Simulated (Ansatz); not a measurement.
The inner images of a band of Cl2FH3HfO2 (9 atoms, charge 0, multiplicity 1) are given out of order.

These are results of RKS B3LYP-D4/def2-SVP (Ansatz), not measurements.

Initial state:

```xyz
9
Properties=species:S:1:pos:R:3
Hf 0.010 0.040 0.152
Cl 0.020 -0.046 2.618
Cl 2.035 -0.323 -1.055
O -1.118 1.381 -0.619
H -1.816 1.799 -1.127
O -0.910 -1.597 -0.164
H -1.366 -2.422 -0.330
F 1.218 1.921 1.046
H 1.059 1.671 1.953
```

Final state:

```xyz
9
Properties=species:S:1:pos:R:3
Hf 0.368 0.171 -0.412
Cl -0.879 0.855 2.932
Cl 1.722 -0.109 -2.347
O -0.980 1.468 -0.812
H -1.758 2.023 -0.886
O -0.345 -1.539 0.065
H -0.854 -2.284 0.388
F 1.511 0.832 1.021
H 0.347 1.005 2.524
```

Q: Put them in order from the first end to the last, with their energies above the first end.
A.
```xyz
9
Properties=species:S:1:pos:R:3
Hf 0.270 0.233 -0.193
Cl -0.709 0.695 2.758
Cl 1.731 -0.047 -2.036
O -1.063 1.487 -0.761
H -1.841 1.912 -1.126
O -0.458 -1.517 0.091
H -0.898 -2.362 0.188
F 1.573 0.985 1.090
H 0.527 1.038 2.463
```
B.
```xyz
9
Properties=species:S:1:pos:R:3
Hf 0.127 0.233 -0.009
Cl -0.623 0.636 2.586
Cl 1.789 0.019 -1.701
O -1.127 1.456 -0.760
H -1.870 1.849 -1.222
O -0.562 -1.544 0.047
H -0.938 -2.423 0.111
F 1.572 1.128 1.266
H 0.766 1.071 2.156
```
C.
```xyz
9
Properties=species:S:1:pos:R:3
Hf -0.007 0.145 0.102
Cl -0.444 0.285 2.573
Cl 1.893 -0.124 -1.329
O -1.157 1.432 -0.712
H -1.870 1.799 -1.239
O -0.790 -1.579 -0.086
H -1.082 -2.491 -0.071
F 1.517 1.548 1.190
H 1.072 1.409 2.044
```
D.
```xyz
9
Properties=species:S:1:pos:R:3
Hf -0.006 0.097 0.124
Cl -0.215 0.090 2.604
Cl 1.955 -0.230 -1.201
O -1.141 1.418 -0.662
H -1.849 1.815 -1.172
O -0.860 -1.583 -0.134
H -1.208 -2.474 -0.196
F 1.384 1.751 1.112
H 1.072 1.539 1.998
```
E.
```xyz
9
Properties=species:S:1:pos:R:3
Hf 0.323 0.209 -0.309
Cl -0.791 0.755 2.864
Cl 1.711 -0.080 -2.211
O -1.020 1.486 -0.791
H -1.804 1.981 -1.034
O -0.397 -1.520 0.086
H -0.883 -2.325 0.270
F 1.547 0.903 1.054
H 0.448 1.013 2.546
```
F.
```xyz
9
Properties=species:S:1:pos:R:3
Hf 0.208 0.241 -0.088
Cl -0.642 0.666 2.672
Cl 1.778 -0.020 -1.843
O -1.101 1.466 -0.757
H -1.858 1.851 -1.201
O -0.515 -1.526 0.079
H -0.915 -2.394 0.148
F 1.570 1.080 1.148
H 0.607 1.059 2.317
```
G.
```xyz
9
Properties=species:S:1:pos:R:3
Hf 0.021 0.190 0.067
Cl -0.611 0.489 2.530
Cl 1.844 -0.003 -1.474
O -1.165 1.428 -0.763
H -1.882 1.805 -1.277
O -0.667 -1.580 -0.019
H -1.004 -2.474 0.049
F 1.591 1.318 1.278
H 1.005 1.250 2.084
```

A: D (+0.7 kcal/mol), C (+2.1 kcal/mol), G (+3.7 kcal/mol), B (+6.5 kcal/mol), F (+3.8 kcal/mol), A (+1.3 kcal/mol), E (-0.1 kcal/mol).

The run took 9 min on 4 threads of Arm Neoverse V1, on a shared host, peak memory 0.34 GiB.
